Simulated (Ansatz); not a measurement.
Reaction (redistribution): `[NH2][Y]([NH2])[O][SiH3]` + `CC[Si]F` → `[NH2][Y]([NH2])[F]` + `CC[Si]O[SiH3]`

Calculated with Ansatz (gas phase, PBE0-D4/def2-TZVP geometries, no zero-point term in ΔE). CBS: MP2 limit from def2 TZ/QZ plus the TZ coupled-cluster correction, frozen cores. Functionals use def2-TZVPP. B3LYP here is the variant with VWN-RPA as its local correlation; programs differ in this. Elements past krypton have def2 core potentials. For Y outer-core shells are correlated without core-valence functions, which leaves a few kJ/mol of doubt a bond. One conformer a species, not always the lowest.

`[NH2][Y]([NH2])[O][SiH3]`:

Cartesian coordinates in Å:
```
N 0.896 0.506 -2.505
Y 0.776 0.112 -0.400
N 2.605 0.011 0.718
O -1.052 -0.158 0.529
Si -2.479 -0.366 1.266
H 0.129 0.584 -3.163
H 1.742 0.652 -3.045
H 3.543 0.131 0.354
H 2.710 -0.165 1.710
H -2.307 -0.932 2.636
H -3.353 -1.302 0.499
H -3.210 0.928 1.400
```

`CC[Si]F`:

Cartesian coordinates in Å:
```
C -0.229 -0.444 0.809
C -0.385 0.513 -0.365
Si 0.803 0.392 -1.832
F 2.022 -0.424 -1.143
H 0.787 -0.418 1.208
H -0.917 -0.204 1.624
H -0.426 -1.476 0.508
H -0.248 1.560 -0.037
H -1.406 0.500 -0.773
```

`[NH2][Y]([NH2])[F]`:

Z-matrix (Å, degrees):
```
Y
N 1 2.145
F 1 2.012 2 120.9
N 1 2.145 2 118.1 3 179.8
H 1 2.868 2 16.5 3 179.9
H 1 2.868 2 101.7 3 179.8
H 2 1.013 1 127.5 3 0.0
H 4 1.013 1 127.4 2 -179.8
```

`CC[Si]O[SiH3]`:

Z-matrix (Å, degrees):
```
C
C 1 1.531
H 1 1.093 2 111.7
H 1 1.094 2 111.9 3 -120.0
H 1 1.095 2 111.8 3 119.9
Si 2 1.908 1 112.2 3 -177.2
H 2 1.099 1 110.2 3 61.1
H 2 1.096 1 110.1 3 -56.3
O 6 1.651 2 101.1 1 -67.0
Si 9 1.643 6 150.4 2 -4.8
H 10 1.483 9 108.6 6 -141.9
H 10 1.488 9 111.0 6 -21.9
H 10 1.485 9 109.2 6 98.4
```

CCSD(T)/CBS gives -1.5 kcal/mol.

**Question.** Another level gave -1.1 kcal/mol. Which?
A. B3LYP/def2-TZVPP
B. BLYP-D4/def2-TZVPP
C. RPA@PBE/def2-TZVPP
D. CAM-B3LYP-D4/def2-TZVPP

**Answer.** A. B3LYP -1.1, CAM-B3LYP-D4 -2.7, RPA@PBE/def2-TZVPP 0.0, BLYP-D4 -4.4 kcal/mol.

Largest T1 diagnostic among the species: 0.013.

The D4 term adds −2.4 kcal/mol with B3LYP and −1.3 kcal/mol with PBE0; it sums over pairs of atoms, weighted by their polarisabilities, and B3LYP, whose exchange is more repulsive, gets the larger term. In def2-TZVPP, CCSD(T) changes the Hartree–Fock value by −0.8 kcal/mol (the triples alone add −0.3 kcal/mol) and MP2 by −1.0 kcal/mol. Leaving LDA and LC-ωPBE aside and taking each functional with its dispersion term where it has one, the values, not all of them listed here, spread over 4.1 kcal/mol, from revPBE-D4 to B2PLYP. LDA lies −0.8 kcal/mol from PBE without D4.

CCSD(T)/CBS has its own doubt, a few kJ/mol and more with outer-core shells, so smaller differences from it don't rank the levels.
